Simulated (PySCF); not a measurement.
SiBr2F2, SMILES [Si](F)(Br)(Br)F. Atoms are numbered in the order given.

```xyz
5

F      0.0000    -1.2872     1.6148
Si     0.0000     0.0000     0.6633
F      0.0000     1.2872     1.6148
Br    -1.8089     0.0000    -0.5479
Br     1.8089     0.0000    -0.5479
```
Charge 0, spin multiplicity 1.

Geometry: PBE0-D3(BJ)/def2-SVP.

Method: PBE0/def2-TZVP (PySCF).

Isolated molecule, no solvent.

Computed frontier levels, gap, dipole moment and polarisability:
```yaml
highest_occupied_level: -9.12 eV
lowest_empty_level: -0.85 eV
orbital_gap: 8.26 eV
dipole_moment: 1.04 D
quadrupole, principal values (traceless, Buckingham form, about the centre of nuclear charge): -2.88, -1.64, 4.52 D·Å
mean_static_polarisability: 58.3 bohr³ (8.63 Å³)
polarisability_principal_values: 46.8, 53.8, 74.3 bohr³
```
